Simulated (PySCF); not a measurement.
Species: C6H7F3Si.
Atom-mapped SMILES: `[F:1][C:2]([F:3])([F:4])[CH2:5][C:6]1=[CH:7][CH:8]=[CH:9][SiH2:10]1`

Geometry (PBE0-D3(BJ)/def2-SVP, Å), atoms numbered from 1 in this order:
```xyz
17
C6H7F3Si angstrom
F      2.2470    1.3445   -0.7120
C      2.4083    0.0550   -0.3717
F      3.6554   -0.0778    0.0884
F      2.3102   -0.6639   -1.4907
C      1.3969   -0.3660    0.6647
C     -0.0182   -0.2000    0.2177
C     -1.0028   -1.0910    0.4675
C     -2.3653   -0.7493    0.0111
C     -2.5267    0.4346   -0.6171
Si    -0.8378    1.2385   -0.6939
H      1.6174   -1.4097    0.9378
H      1.6009    0.2542    1.5547
H     -0.8274   -2.0377    0.9936
H     -3.1845   -1.4545    0.1913
H     -3.4932    0.7671   -1.0002
H     -0.7352    2.5316    0.0477
H     -0.3366    1.4341   -2.0855
```

NICS is the negative of the GIAO shielding at a point without a nucleus: at the ring centre (0) and 1 Å above and below it (1); zz is the component along the ring normal. Level: GIAO PBE/pcSseg-1 (PySCF, non-relativistic, gas phase) on the PBE0-D3(BJ)/def2-SVP geometry, one conformer.

Ring bond lengths (Å): C6–C7 1.351, C7–C8 1.477, C8–C9 1.350, C9–Si10 1.872, Si10–C6 1.890.

Question: What do the NICS probes read (ppm)?

Answer: 
```json
{"ring": "C6–C7–C8–C9–Si10", "type": "5-membered ring with Si; formal bonds 2 double, 3 single", "NICS(0)": "0.7", "NICS(1), two faces": "-1.6 / -1.7", "NICS(1)zz, two faces": "1.1 / 1.3", "rms pucker (Å)": "0.00", "centre to ring atoms, mean (Å)": "1.35"}
```

Question: What can be read from them?

Answer: 
- C6–C7–C8–C9–Si10: mean NICS(1)zz 1.2 ppm, near zero. Si10 has four or more neighbours; no verdict on aromaticity is drawn.

Question: List the ring angles.

Answer: 
- C6–C7–C8–C9–Si10: C6 106.0°, C7 117.5°, C8 117.2°, C9 106.7°, Si10 92.6°; sum 540.0° against 540° for a flat convex ring.

Question: How do the values depend on the level or the medium?

Answer: 
```tsv
level	NICS(0), C6–C7–C8–C9–Si10	mean NICS(1)zz, C6–C7–C8–C9–Si10
PBE/pcSseg-1, gas	0.7	1.2
PBE0/pcSseg-1, gas	0.8	1.4
PBE0/pcSseg-1, IEF-PCM benzene	0.9	1.4
PBE0/pcSseg-1, IEF-PCM cyclohexane	0.9	1.4
```

The geometry is the same throughout; the continuum's cavity takes Bondi-type radii × 1.2.
